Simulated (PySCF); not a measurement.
Several molecules and their computed UV-vis stick spectra, shuffled. Theory: PySCF 2.14.0, density-fitted response routines, TDDFT B3LYP/def2-SVPD, vertical, gas phase, core orbitals frozen in the response. Geometries: PBE0-D3(BJ)/def2-SVP; one conformer of each isolated species. Triplets are in the Tamm–Dancoff approximation. Relativistic effects are left out although some hold elements past zinc.

A. `[SiH3][O][GeH3]`
B. `C#Cc1pcc(C)cc1C`
C. `[SH][K]`
D. `CC#[N+][AlH2-][F]`

Lowest singlet levels (six at most, fewer where fewer were computed) with oscillator strengths:

1. 4.11 eV (f 0.042); 4.41 eV (f 0.154); 4.51 eV (f 0.006); 4.88 eV (f 0.007); 5.19 eV (f 0.006); 5.28 eV (f 0.426); T1 2.85 eV
2. 4.83 eV (f 0.002); 5.10 eV (f 0.090); 5.80 eV (f 0.003); 6.36 eV (f 0.028); 6.45 eV (f 0.005); 7.07 eV (f 0.005); T1 4.76 eV
3. 2.21 eV (f 0.009); 2.66 eV (f 0.121); 3.67 eV (f 0.001); 3.79 eV (f 0.016); 3.89 eV (f 0.040); 3.90 eV (f 0.005); T1 2.15 eV
4. 6.48 eV (f 0.001); 6.82 eV (f 0.004); 7.28 eV (f 0.057); 7.61 eV (f 0.059); 7.79 eV (f 0.001); 7.87 eV (f 0.007); T1 6.17 eV

Problem. Match each spectrum to its molecule.

Solution. 1 = B, 2 = D, 3 = C, 4 = A.
- A: S1 at 6.48 eV, HOMO→LUMO (99%); Löwdin shares by element: HOMO oxygen 43%, silicon 16%, hydrogen 14% or more, germanium 9% (atoms not listed hold the other 19%); LUMO germanium 30%, silicon 17%, oxygen 14%, hydrogen 9% or more (atoms not listed hold the other 30%); HOMO -8.18 and LUMO -0.59 eV.
- B: S1 at 4.11 eV, HOMO→LUMO (40%), HOMO-1→LUMO (31%), HOMO→LUMO+1 (25%); Löwdin shares by element: HOMO carbon 51% or more, phosphorus 15% (atoms not listed hold the other 34%); LUMO carbon 36% or more, phosphorus 31% (atoms not listed hold the other 33%); HOMO -6.45 and LUMO -1.89 eV.
- C: S1 at 2.21 eV, HOMO→LUMO (99%); Löwdin shares by element: HOMO sulfur 86%, hydrogen 9%, potassium 5%; LUMO potassium 91%, sulfur 9%; HOMO -4.59 and LUMO -1.69 eV; point group Cs.
- D: S1 at 4.83 eV, HOMO→LUMO (100%); Löwdin shares by element: HOMO hydrogen 55% or more, aluminium 35%, fluorine 7%; LUMO carbon 46%, nitrogen 36%, hydrogen 6% or more; HOMO -7.11 and LUMO -1.39 eV.
